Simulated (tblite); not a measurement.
Record of a relaxation.

Species: ClH4SSi2 (doublet state).
Bonds: Si1–S2, S2–Si3, Si3–Cl4. Hydrogens: H5, H6, H7 on Si1; H8 on Si3.

Computed with GFN2-xTB (tblite), gas phase: L-BFGS steps from a force-field or distance-geometry start until the largest atomic force falls under 0.01 eV/Å. 9 of its 30 geometries are shown.

Step 0: E = -362.8058 eV, largest atomic force 1.524 eV/Å
```
atom  x, y, z in Å  |  force x, y, z in eV/Å
Si1    -1.443    0.039   -0.060   -1.255   0.712  -0.492
S2      0.052   -1.266    0.670    0.123  -0.381   0.206
Si3     1.673   -0.018    0.042    0.623   0.431   0.357
Cl4     3.426   -0.985    0.386   -0.193   0.074  -0.066
H5     -2.785   -0.573    0.159    0.677   0.135   0.015
H6     -1.226    0.260   -1.512    0.014  -0.106   0.473
H7     -1.367    1.344    0.647    0.056  -0.453  -0.181
H8      1.679    1.209    0.888   -0.046  -0.412  -0.312
```

Step 4: E = -362.8836 eV, largest atomic force 0.157 eV/Å
```
atom  x, y, z in Å  |  force x, y, z in eV/Å
Si1    -1.492    0.069   -0.082   -0.045  -0.055   0.006
S2      0.041   -1.249    0.660   -0.034   0.048  -0.029
Si3     1.703   -0.012    0.066    0.001   0.007  -0.038
Cl4     3.426   -0.987    0.383    0.118  -0.096   0.031
H5     -2.760   -0.582    0.170   -0.051  -0.109   0.074
H6     -1.222    0.255   -1.493    0.014   0.029  -0.154
H7     -1.363    1.321    0.640   -0.001   0.122   0.067
H8      1.675    1.195    0.876   -0.002   0.053   0.042
```

Step 7: E = -362.8894 eV, largest atomic force 0.118 eV/Å
```
atom  x, y, z in Å  |  force x, y, z in eV/Å
Si1    -1.507    0.074   -0.089   -0.038   0.072  -0.040
S2      0.031   -1.229    0.649    0.076  -0.083   0.034
Si3     1.715   -0.014    0.070    0.061   0.035  -0.023
Cl4     3.440   -1.000    0.385   -0.012  -0.031   0.032
H5     -2.761   -0.602    0.186    0.005  -0.036   0.027
H6     -1.220    0.256   -1.504   -0.062   0.029  -0.019
H7     -1.362    1.326    0.644   -0.058   0.025  -0.024
H8      1.674    1.198    0.878    0.028  -0.012   0.013
```

Step 11: E = -362.8934 eV, largest atomic force 0.183 eV/Å
```
atom  x, y, z in Å  |  force x, y, z in eV/Å
Si1    -1.517    0.083   -0.097    0.078  -0.140   0.074
S2      0.041   -1.226    0.644   -0.049   0.146  -0.098
Si3     1.733   -0.011    0.068   -0.042  -0.023   0.017
Cl4     3.444   -1.016    0.397    0.005  -0.020   0.029
H5     -2.756   -0.620    0.200    0.075   0.031  -0.014
H6     -1.239    0.266   -1.515   -0.063   0.015   0.021
H7     -1.380    1.336    0.639   -0.049   0.002  -0.033
H8      1.683    1.197    0.883    0.044  -0.012   0.005
```

Step 14: E = -362.9025 eV, largest atomic force 0.149 eV/Å
```
atom  x, y, z in Å  |  force x, y, z in eV/Å
Si1    -1.526    0.088   -0.106    0.001  -0.090   0.050
S2      0.065   -1.187    0.606   -0.120   0.056  -0.069
Si3     1.784   -0.006    0.068   -0.048   0.038  -0.026
Cl4     3.450   -1.063    0.437    0.058  -0.030   0.030
H5     -2.722   -0.666    0.239    0.043   0.029  -0.041
H6     -1.315    0.298   -1.532   -0.018  -0.035   0.029
H7     -1.449    1.358    0.608    0.016  -0.007   0.012
H8      1.722    1.187    0.899    0.067   0.040   0.014
```

Step 18: E = -362.9049 eV, largest atomic force 0.067 eV/Å
```
atom  x, y, z in Å  |  force x, y, z in eV/Å
Si1    -1.532    0.088   -0.105   -0.021   0.039  -0.011
S2      0.058   -1.178    0.591    0.062  -0.017  -0.009
Si3     1.791   -0.001    0.066    0.021  -0.013   0.034
Cl4     3.455   -1.073    0.448   -0.057   0.035   0.003
H5     -2.715   -0.674    0.241   -0.055  -0.019  -0.010
H6     -1.330    0.297   -1.531   -0.015  -0.020  -0.014
H7     -1.457    1.359    0.605    0.012   0.002   0.021
H8      1.740    1.192    0.903    0.053  -0.008  -0.014
```

Step 22: E = -362.9072 eV, largest atomic force 0.049 eV/Å
```
atom  x, y, z in Å  |  force x, y, z in eV/Å
Si1    -1.546    0.093   -0.105    0.001  -0.048  -0.002
S2      0.065   -1.169    0.565    0.012   0.047  -0.002
Si3     1.807    0.007    0.069   -0.011   0.004   0.014
Cl4     3.450   -1.084    0.470    0.006  -0.008   0.001
H5     -2.718   -0.691    0.241   -0.014   0.022   0.003
H6     -1.367    0.291   -1.535   -0.005   0.008  -0.023
H7     -1.472    1.364    0.606    0.010  -0.019   0.015
H8      1.790    1.198    0.909    0.001  -0.006  -0.006
```

Step 25: E = -362.9076 eV, largest atomic force 0.034 eV/Å
```
atom  x, y, z in Å  |  force x, y, z in eV/Å
Si1    -1.548    0.090   -0.106   -0.002   0.016  -0.020
S2      0.066   -1.164    0.563   -0.002  -0.019   0.025
Si3     1.808    0.008    0.071    0.024   0.013  -0.020
Cl4     3.450   -1.085    0.471    0.003  -0.010   0.002
H5     -2.722   -0.690    0.241   -0.012   0.012   0.002
H6     -1.368    0.291   -1.537   -0.013   0.005   0.003
H7     -1.470    1.361    0.608    0.001  -0.034  -0.004
H8      1.794    1.198    0.908    0.001   0.017   0.012
```

Step 29: E = -362.9080 eV, largest atomic force 0.009 eV/Å
```
atom  x, y, z in Å  |  force x, y, z in eV/Å
Si1    -1.550    0.087   -0.110    0.003   0.000   0.000
S2      0.069   -1.159    0.563   -0.002  -0.002   0.001
Si3     1.814    0.012    0.070    0.005  -0.002   0.007
Cl4     3.449   -1.089    0.476   -0.002   0.000  -0.004
H5     -2.727   -0.687    0.242    0.001  -0.001  -0.002
H6     -1.378    0.291   -1.541   -0.004  -0.001  -0.001
H7     -1.471    1.352    0.610    0.001   0.003   0.001
H8      1.804    1.202    0.911   -0.002   0.004  -0.001
```

Task: Summarise the path.

Result: The energy falls by 0.1021 eV from step 0 to step 29; nine tenths of that is first reached at step 13. It falls at every step. The largest force goes from 1.524 to 0.009 eV/Å. Among the bonds Si1–H5 changes most, from 1.491 to 1.452 Å; the atoms move by 0.140 Å rms after alignment.

Task: Follow the three bonds and two angles with the largest change from start to end.

Result: 
| step | E above end (eV) | largest force (eV/Å) | Si1–H5 (Å) | Si1–S2 (Å) | Si3–H8 (Å) | Si1–S2–Si3 (°) | S2–Si1–H5 (°) |
| --- | --- | --- | --- | --- | --- | --- | --- |
| 0 | 0.1021 | 1.524 | 1.491 | 2.116 | 1.491 | 94.2 | 109.4 |
| 1 | 0.0539 | 0.761 | 1.471 | 2.143 | 1.475 | 94.2 | 108.5 |
| 3 | 0.0313 | 0.303 | 1.448 | 2.164 | 1.456 | 94.7 | 107.5 |
| 4 | 0.0244 | 0.157 | 1.447 | 2.153 | 1.454 | 95.9 | 106.8 |
| 5 | 0.0224 | 0.145 | 1.448 | 2.148 | 1.455 | 96.4 | 106.6 |
| 6 | 0.0200 | 0.130 | 1.449 | 2.144 | 1.457 | 97.0 | 106.1 |
| 8 | 0.0176 | 0.081 | 1.452 | 2.151 | 1.458 | 97.3 | 105.4 |
| 9 | 0.0170 | 0.084 | 1.453 | 2.155 | 1.458 | 97.3 | 105.2 |
| 10 | 0.0162 | 0.112 | 1.454 | 2.160 | 1.458 | 97.4 | 104.9 |
| 11 | 0.0145 | 0.183 | 1.456 | 2.165 | 1.458 | 97.6 | 104.5 |
| 13 | 0.0082 | 0.237 | 1.457 | 2.168 | 1.456 | 99.3 | 103.2 |
| 14 | 0.0054 | 0.149 | 1.455 | 2.160 | 1.455 | 100.5 | 102.8 |
| 15 | 0.0044 | 0.080 | 1.452 | 2.153 | 1.455 | 101.0 | 102.7 |
| 16 | 0.0040 | 0.073 | 1.451 | 2.150 | 1.456 | 101.1 | 102.6 |
| 18 | 0.0031 | 0.067 | 1.449 | 2.148 | 1.458 | 101.2 | 102.6 |
| 19 | 0.0025 | 0.082 | 1.450 | 2.149 | 1.459 | 101.3 | 102.5 |
| 20 | 0.0018 | 0.092 | 1.450 | 2.151 | 1.460 | 101.6 | 102.3 |
| 21 | 0.0011 | 0.080 | 1.451 | 2.152 | 1.459 | 102.0 | 102.3 |
| 23 | 0.0006 | 0.030 | 1.452 | 2.152 | 1.457 | 102.5 | 102.4 |
| 24 | 0.0005 | 0.034 | 1.452 | 2.151 | 1.456 | 102.5 | 102.5 |
| 25 | 0.0004 | 0.034 | 1.452 | 2.150 | 1.456 | 102.6 | 102.6 |
| 26 | 0.0002 | 0.040 | 1.452 | 2.150 | 1.456 | 102.7 | 102.8 |
| 28 | 0.0000 | 0.018 | 1.452 | 2.151 | 1.457 | 102.9 | 103.1 |
| 29 | 0.0000 | 0.009 | 1.452 | 2.151 | 1.457 | 102.9 | 103.0 |

What follows is the cost of the whole relaxation. Hardware: one thread of an Arm Neoverse V1, shared host with 64 logical CPUs at a one-minute load of 16. Cost: 0.17 s of wall time.
